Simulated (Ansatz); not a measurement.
Start from `C[CH2][AlH][OH]` and change one atom or group to get `[OH][AlH][CH2]Br`.

Ansatz, PBE0-D4/def2-TZVP geometries, multiplicity 1. Each molecule was computed in one conformer, which needn't be the lowest.

Scalar relativity is left out up to krypton.

```json
{"property": "LUMO energy (PBE0/def2-TZVPP) / eV", "`C[CH2][AlH][OH]`": "-0.44"}
{"property": "size of the dipole moment (ωB97M-V/def2-TZVPP) / D", "`C[CH2][AlH][OH]`": "1.87"}
{"property": "size of the dipole moment (B3LYP/def2-TZVPP) / D", "`C[CH2][AlH][OH]`": "1.86"}
{"property": "HOMO–LUMO gap (ωB97M-V/def2-TZVPP) / eV", "`C[CH2][AlH][OH]`": "10.84"}
{"property": "LUMO energy (ωB97M-V/def2-TZVPP) / eV", "`C[CH2][AlH][OH]`": "1.10"}
{"property": "HOMO–LUMO gap (PBE0/def2-TZVPP) / eV", "`C[CH2][AlH][OH]`": "7.07"}
```

Question: Give the same properties after the change, and the shifts. (Best estimate.)

Answer: Ansatz gave: 
| property | `[OH][AlH][CH2]Br` | shift |
| --- | --- | --- |
| LUMO energy (PBE0/def2-TZVPP) / eV | -0.92 | -0.48 |
| size of the dipole moment (ωB97M-V/def2-TZVPP) / D | 2.42 | 0.55 |
| size of the dipole moment (B3LYP/def2-TZVPP) / D | 2.40 | 0.54 |
| HOMO–LUMO gap (ωB97M-V/def2-TZVPP) / eV | 10.92 | 0.08 |
| LUMO energy (ωB97M-V/def2-TZVPP) / eV | 0.90 | -0.20 |
| HOMO–LUMO gap (PBE0/def2-TZVPP) / eV | 6.91 | -0.16 |

With PBE0 the HOMO falls by 0.31 eV and the LUMO falls by 0.48 eV, so the gap narrows by about 0.17 eV. PBE moves the HOMO by -0.30 eV and ωB97M-V by -0.29 eV. Dipoles are sizes alone; their direction can turn.

B3LYP here is the variant with VWN-RPA as its local correlation; programs differ in this.

Spin–orbit coupling is left out; it splits and shifts lone-pair levels of the heavy atoms by tenths of an eV.
